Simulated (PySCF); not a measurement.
PySCF 2.14 output of a UHF calculation on a single atom or ion in aug-cc-pwCVTZ, with no relativity, point nucleus:

```
SCF conv_tol = 1e-09
number electrons alpha = 14  beta = 9
cycle= 1 E= -942.884090326018  delta_E= -0.00421  |g|= 0.0245  |ddm|= 0.0316
cycle= 2 E= -942.884228975337  delta_E= -0.000139  |g|= 0.00533  |ddm|= 0.00853
cycle= 3 E= -942.884237273045  delta_E= -8.3e-06  |g|= 0.0012  |ddm|= 0.0111
cycle= 4 E= -942.884237734769  delta_E= -4.62e-07  |g|= 0.000384  |ddm|= 0.00336
cycle= 5 E= -942.884237863572  delta_E= -1.29e-07  |g|= 9.61e-05  |ddm|= 0.00157
cycle= 6 E= -942.88423788783  delta_E= -2.43e-08  |g|= 2.89e-05  |ddm|= 0.000756
cycle= 7 E= -942.884237890077  delta_E= -2.25e-09  |g|= 4.84e-06  |ddm|= 0.000291
cycle= 8 E= -942.884237890118  delta_E= -4.02e-11  |g|= 1.59e-06  |ddm|= 3.18e-05
converged SCF energy = -942.884237890118  <S^2> = 8.7512805  2S+1 = 6.0004268
```

The run itself started from symmetry-adapted Hartree-Fock orbitals and held the occupation by maximum overlap, so the iterations belong to that start.

Problem. Which element, charge and spin multiplicity is this?

Solution. V (vanadium, neutral), multiplicity 6; the state was [Ar] 3d4 4s1, high-spin 6D determinant (an excited configuration).
